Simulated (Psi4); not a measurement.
Psi4 input (wB97X-D/6-311+G**):

```
memory 1500 MB

molecule {
0 2
C    -1.55364481    0.18472806    0.20260344
C    -0.56172745   -0.90153453    0.47540713
C     0.63354278   -0.01948338    0.28346519
C    -0.35075671    1.10833889   -0.15840770
N     1.59255528   -0.45090616   -0.73633612
H    -2.13461923    0.51483596    1.07201779
H    -2.26729897   -0.00367737   -0.60641601
H    -0.66023377   -1.95093463    0.72069776
H     1.12519854    0.22873018    1.23999417
H    -0.28278436    2.04227357    0.39805782
H    -0.26766294    1.30853319   -1.22479499
H     1.93548781   -1.38069350   -0.51955801
H     2.39954323    0.16498167   -0.74405393
symmetry c1
no_reorient
no_com
}

set {
  basis 6-311+G**
  reference uks
  scf_type df
  df_basis_scf def2-universal-jkfit
  dft_radial_points 99
  dft_spherical_points 590
  e_convergence 1e-8
  d_convergence 1e-7
  maxiter 150
}

e = energy('wb97x-d')
print_out(f'\nFINAL {e:.10f} DIPOLE {variable("CURRENT DIPOLE")[0]:.6f} {variable("CURRENT DIPOLE")[1]:.6f} {variable("CURRENT DIPOLE")[2]:.6f}\n')
```

Output:

```
   => Loading Basis Set <=

    Name: 6-311+G**
    Role: ORBITAL
    Keyword: BASIS
    atoms 1-4  entry C          line   129 file 6-311pgss.gbs
    atoms 5    entry N          line   150 file 6-311pgss.gbs
    atoms 6-13 entry H          line    42 file 6-311pgss.gbs

   => WB97X-D: Empirical Dispersion <=

    Chai and Head-Gordon Dispersion Correction
    Chai, J.-D.; Head-Gordon, M. (2010), J. Chem. Phys., 132: 6615-6620

        s6 =       1.000000

         ---------------------------------------------------------
                                   SCF
               by Justin Turney, Rob Parrish, Andy Simmonett
                          and Daniel G. A. Smith
                              UKS Reference
         ---------------------------------------------------------

  ==> Geometry <==

    Molecular point group: c1
    Full point group: C1

    Geometry (in Angstrom), charge = 0, multiplicity = 2:

       Center              X                  Y                   Z               Mass
    ------------   -----------------  -----------------  -----------------  -----------------
         C           -1.553644810000     0.184728060000     0.202603440000    12.000000000000
         C           -0.561727450000    -0.901534530000     0.475407130000    12.000000000000
         C            0.633542780000    -0.019483380000     0.283465190000    12.000000000000
         C           -0.350756710000     1.108338890000    -0.158407700000    12.000000000000
         N            1.592555280000    -0.450906160000    -0.736336120000    14.003074004430
         H           -2.134619230000     0.514835960000     1.072017790000     1.007825032230
         H           -2.267298970000    -0.003677370000    -0.606416010000     1.007825032230
         H           -0.660233770000    -1.950934630000     0.720697760000     1.007825032230
         H            1.125198540000     0.228730180000     1.239994170000     1.007825032230
         H           -0.282784360000     2.042273570000     0.398057820000     1.007825032230
         H           -0.267662940000     1.308533190000    -1.224794990000     1.007825032230
         H            1.935487810000    -1.380693500000    -0.519558010000     1.007825032230
         H            2.399543230000     0.164981670000    -0.744053930000     1.007825032230

  Running in c1 symmetry.

  Rotational constants: A =      0.34631  B =      0.14643  C =      0.11734 [cm^-1]
  Rotational constants: A =  10382.22545  B =   4389.73775  C =   3517.78173 [MHz]
  Nuclear repulsion =  176.134846907309367

  Charge       = 0
  Multiplicity = 2
  Electrons    = 39
  Nalpha       = 20
  Nbeta        = 19

  ==> Algorithm <==

[...]

      20A      0.015636    21A      0.069683    22A      0.081701
      23A      0.085875    24A      0.093329    25A      0.108570
      26A      0.121699    27A      0.132712    28A      0.140396
      29A      0.149319    30A      0.156230    31A      0.163054
      32A      0.179953    33A      0.194839    34A      0.195803
      35A      0.204062    36A      0.217964    37A      0.221852
      38A      0.230318    39A      0.241564    40A      0.250929
      41A      0.263195    42A      0.276732    43A      0.290513
      44A      0.293815    45A      0.314717    46A      0.327025
      47A      0.332047    48A      0.357489    49A      0.365535
      50A      0.378381    51A      0.383840    52A      0.416561
      53A      0.478262    54A      0.492898    55A      0.514832
      56A      0.558382    57A      0.562643    58A      0.588472
      59A      0.619869    60A      0.629703    61A      0.649392
      62A      0.686362    63A      0.692588    64A      0.704872
      65A      0.733469    66A      0.743214    67A      0.747520
      68A      0.777050    69A      0.780457    70A      0.789847
      71A      0.799242    72A      0.807996    73A      0.824522
      74A      0.862262    75A      0.910245    76A      0.932273
      77A      0.959715    78A      0.970418    79A      1.060469
      80A      1.104240    81A      1.200430    82A      1.251838
      83A      1.311279    84A      1.317335    85A      1.366542
      86A      1.441446    87A      1.508277    88A      1.534691
      89A      1.547184    90A      1.569923    91A      1.590171
      92A      1.635787    93A      1.640602    94A      1.678958
      95A      1.711635    96A      1.721676    97A      1.736260
      98A      1.759532    99A      1.763587   100A      1.781118
     101A      1.863293   102A      1.885272   103A      1.905123
     104A      1.922048   105A      1.942087   106A      1.983997
     107A      2.013285   108A      2.024679   109A      2.092541
     110A      2.124518   111A      2.154058   112A      2.185422
     113A      2.233519   114A      2.267279   115A      2.289452
     116A      2.346577   117A      2.418459   118A      2.480287
     119A      2.506424   120A      2.541491   121A      2.581918
     122A      2.600161   123A      2.654518   124A      2.686880
     125A      2.693875   126A      2.725068   127A      2.749545
     128A      2.762898   129A      2.786609   130A      2.818680
     131A      2.851116   132A      2.871238   133A      2.904464
     134A      2.918472   135A      2.952937   136A      2.954897
     137A      3.001159   138A      3.085032   139A      3.180296
     140A      3.252980   141A      3.303091   142A      3.323368
     143A      3.403340   144A      3.630592   145A      3.741153
     146A      3.992656   147A      4.062210   148A      4.103683
     149A      4.233592   150A      4.292327   151A      4.592662
     152A      4.838136   153A      5.011053   154A     23.914350
     155A     23.986447   156A     24.041877   157A     24.123735
     158A     35.738522

    Final Occupation by Irrep:
              A
    DOCC [    19 ]
    SOCC [     1 ]
    NA   [    20 ]
    NB   [    19 ]

  @DF-UKS Final Energy:  -211.88512953049323

   => Energetics <=

    Nuclear Repulsion Energy =            176.1348469073093668
    One-Electron Energy =                -633.5970600216330695
    Two-Electron Energy =                 267.1636784864090828
    DFT Exchange-Correlation Energy =     -21.5810785798231528
    Empirical Dispersion Energy =          -0.0055163227553842
    VV10 Nonlocal Energy =                  0.0000000000000000
    Total Energy =                       -211.8851295304932023

  UHF NO Occupations:
  HONO-2 :   18  A 1.9995191
  HONO-1 :   19  A 1.9986837
  HONO-0 :   20  A 1.0000000
  LUNO+0 :   21  A 0.0013163
  LUNO+1 :   22  A 0.0004809
  LUNO+2 :   23  A 0.0003668
  LUNO+3 :   24  A 0.0002703

Computation Completed

Properties will be evaluated at   0.000000,   0.000000,   0.000000 [a0]

Properties computed using the SCF density matrix

 Multipole Moments:

 ------------------------------------------------------------------------------------
     Multipole            Electronic (a.u.)      Nuclear  (a.u.)        Total (a.u.)
 ------------------------------------------------------------------------------------

 L = 1.  Multiply by 2.5417464519 to convert [e a0] to [Debye]
 Dipole X            :          0.2403534            0.0000002            0.2403537
 Dipole Y            :          0.0470207            0.0000004            0.0470210
 Dipole Z            :          0.4496970            0.0000002            0.4496972
 Magnitude           :                                                    0.5120630

 ------------------------------------------------------------------------------------

FINAL -211.8851295305 DIPOLE 0.240354 0.047021 0.449697

*** Psi4 exiting successfully. Buy a developer a beer!
```

The geometry given is a B3LYP-D3(BJ)/def2-TZVP minimum.
